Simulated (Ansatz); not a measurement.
Cost and result for the atomization energy of FH2InS2, SMILES `[F][In]([SH])[SH]` (6 atoms, 5 bonds).

The species carries charge 0 and has multiplicity 1. Correlated methods include outer-core shells of In, which these sets cover unevenly. In takes the def2 core potential. All single points use the PBE0-D4/def2-TZVP geometry. It is one conformer, not always the lowest. Program: Ansatz. All runs use 4 threads of an Arm Neoverse V2 on a shared host. Times are those of one run each, without the atoms' runs, and a repeat can differ threefold. Electronic energies, without spin–orbit coupling; frozen cores. CCSD(T)/CBS adds CCSD(T) − MP2 in def2-TZVPP to the MP2 limit, and its time is that of the two runs behind it. T1 = 0.015. With those shells the extrapolation isn't a true limit. B3LYP takes the VWN-RPA correlation (the form of Gaussian; ORCA's B3LYP/G).

CCSD(T)/CBS is a level of theory with its own doubt, some kJ/mol a heavy atom from the limit and from the frozen cores, so smaller differences don't rank the functionals.

```json
{"level": "LDA (SPW92)/def2-TZVPP", "functions": "193", "wall time": "0.8 s"}
{"level": "revPBE-D4/def2-TZVPP", "functions": "193", "wall time": "1.2 s"}
{"level": "PBE-D4/def2-TZVPP (with forces)", "functions": "193", "wall time": "1.6 s"}
{"level": "PBE0-D4/def2-TZVPP", "functions": "193", "wall time": "1.9 s"}
{"level": "CCSD(T)/def2-SVP", "functions": "86", "wall time": "1.9 s"}
{"level": "CAM-B3LYP-D4/def2-TZVPP", "functions": "193", "wall time": "2.4 s"}
{"level": "B3LYP-D4/def2-TZVPP (with forces)", "functions": "193", "wall time": "2.8 s"}
{"level": "r2SCAN-D4/def2-TZVPP (with forces)", "functions": "193", "wall time": "3.3 s"}
{"level": "B2PLYP/def2-TZVPP", "functions": "193", "wall time": "3.4 s"}
{"level": "r2SCANh-D4/def2-TZVPP", "functions": "193", "wall time": "3.7 s"}
{"level": "MP2/def2-QZVPP", "functions": "339", "wall time": "7.5 s"}
{"level": "CCSD(T)/def2-TZVPP", "functions": "193", "wall time": "53 s"}
{"level": "CCSD(T)/CBS(def2)", "functions": "–", "wall time": "60 s"}
```

**Question.** What atomization energy does each give, and how far from CCSD(T)/CBS? (An estimate is asked.)

**Answer.** The calculation gave: 
```tsv
level	atomization (kcal/mol)	difference from CCSD(T)/CBS	per bond
LDA (SPW92)/def2-TZVPP	469.4	64.5	12.9
revPBE-D4/def2-TZVPP	393.4	-11.5	-2.3
PBE-D4/def2-TZVPP (with forces)	407.5	2.6	0.5
PBE0-D4/def2-TZVPP	396.7	-8.2	-1.6
CCSD(T)/def2-SVP	362.8	-42.1	-8.4
CAM-B3LYP-D4/def2-TZVPP	395.8	-9.1	-1.8
B3LYP-D4/def2-TZVPP (with forces)	392.5	-12.4	-2.5
r2SCAN-D4/def2-TZVPP (with forces)	404.0	-0.9	-0.2
B2PLYP/def2-TZVPP	390.2	-14.7	-2.9
r2SCANh-D4/def2-TZVPP	399.1	-5.8	-1.2
MP2/def2-QZVPP	407.5	2.6	0.5
CCSD(T)/def2-TZVPP	388.0	-16.9	-3.4
CCSD(T)/CBS(def2)	404.9	0.0	0.0
```

From PBE to PBE0 (25 % exact exchange), in def2-TZVPP and without D4, the atomization energy moves by −10.3 kcal/mol: exact exchange takes away binding that semilocal exchange gives to molecules. The D4 term adds +5.5 kcal/mol with B3LYP and +2.9 kcal/mol with PBE0; it sums over pairs of atoms, weighted by their polarisabilities, and B3LYP, whose exchange is more repulsive, gets the larger term. At CCSD(T), def2-SVP lies −42.2 kcal/mol from the extrapolated value and def2-TZVPP −17.0 kcal/mol: correlation converges slowly with the basis, and small sets miss more of it in the bonded molecule than in its fragments.

Spin–orbit coupling would lower the free In atoms strongly, and the atomization energy with them, by more than many differences here.
